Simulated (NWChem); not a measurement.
Molecule: diiodomethane (CH$_{2}$I$_{2}$); SMILES ICI

Program: NWChem. All runs use the structure optimised with PBE0/def2-SVP. def2 effective core potentials on I; no spin-orbit coupling. Ions are spin-unrestricted doublets at the neutral geometry; other ion states weren't tried.

Problem. Predict the results for PBE/def2-SVP. Quantities: −ε(HOMO) (eV).

Solution. The −ε(HOMO) (eV) is 6.16.
